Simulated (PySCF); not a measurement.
C6H12N2.
Numbering: `[CH2:1]=[CH:2][CH2:3][N:4]([CH3:5])/[N:6]=[CH:7]\[CH3:8]` (hydrogens: H9, H10 on C1; H11 on C2; H12, H13 on C3; H14, H15, H16 on C5; H17 on C7; H18, H19, H20 on C8)

Structure used (GFN2-xTB), in Å, numbered top down from 1:
```
atom  x, y, z in Å
C1     1.8360   -1.8156   -0.3173
C2     1.5388   -0.5520   -0.0788
C3     0.6498    0.2922   -0.9489
N4    -0.1710    1.2336   -0.2069
C5     0.4694    2.4741    0.1621
N6    -1.2593    0.9718    0.5028
C7    -1.9680   -0.0754    0.5631
C8    -1.8406   -1.4310   -0.0803
H9     1.4501   -2.3370   -1.1789
H10    2.4838   -2.3822    0.3295
H11    1.9409   -0.0513    0.7921
H12    0.0142   -0.3374   -1.5735
H13    1.2786    0.8941   -1.6165
H14    0.7540    3.0266   -0.7366
H15    1.3649    2.3164    0.7734
H16   -0.2449    3.0616    0.7330
H17   -2.8398    0.0565    1.1935
H18   -0.8221   -1.8095   -0.0263
H19   -2.4956   -2.1330    0.4301
H20   -2.1444   -1.3916   -1.1281
```

The closed-shell SCF was solved with PySCF and density fitting under several settings on one GFN2-xTB geometry (grid level 2 and gas phase unless stated).

| settings | basis functions | SCF cycles | E (Eh) | HOMO (eV) | LUMO (eV) | dipole (D) |
| --- | --- | --- | --- | --- | --- | --- |
| PBE0/pcSseg-1 | 196 | 14 | -344.8189 | -5.68 | 0.06 | 1.85 |
| PBE0/def2-SVPD | 256 | 15 | -344.6327 | -5.72 | -0.05 | 1.83 |

Question: Estimate the rows for these settings: (1) BHandHLYP/6-31++G**, IEF-PCM cyclohexane, level shift 0.3 Eh; (2) X3LYP/6-31G, level shift 0.3 Eh.

Answer: 
```json
{"settings": "BHandHLYP/6-31++G**, IEF-PCM cyclohexane, level shift 0.3 Eh", "basis functions": "216", "SCF cycles": "15", "E (Eh)": "-345.0779", "HOMO (eV)": "-6.69", "LUMO (eV)": "0.37", "dipole (D)": "2.10"}
{"settings": "X3LYP/6-31G, level shift 0.3 Eh", "basis functions": "96", "SCF cycles": "14", "E (Eh)": "-345.0032", "HOMO (eV)": "-5.25", "LUMO (eV)": "0.41", "dipole (D)": "2.04"}
```

Question: Over all rows, what range does the HOMO–LUMO gap span?

Answer: From 5.66 eV (X3LYP/6-31G, level shift 0.3 Eh) to 7.06 eV (BHandHLYP/6-31++G**, IEF-PCM cyclohexane, level shift 0.3 Eh). The functional of the narrowest has 22 % exact exchange, that of the widest 50 % exact exchange.

Question: And the dipole moment?

Answer: From 1.83 D (PBE0/def2-SVPD) to 2.10 D (BHandHLYP/6-31++G**, IEF-PCM cyclohexane, level shift 0.3 Eh); the largest is 1.15 times the smallest, and the median is 1.95 D.

Question: Compare two rows with the functional PBE0: PBE0/pcSseg-1 and PBE0/def2-SVPD. Which energy is lower, and by how much?

Answer: PBE0/pcSseg-1 (196 functions) lies 0.1862 Eh or 117 kcal/mol below PBE0/def2-SVPD (256 functions). The smaller set gives the lower energy; the two sets aren't nested, so the variational bound doesn't order them by size.

Cycle counts include a coarse-grid stage where the run had one. All basis functions are spherical, in the Pople sets too. The species at its GFN2-xTB geometry (one conformer only).
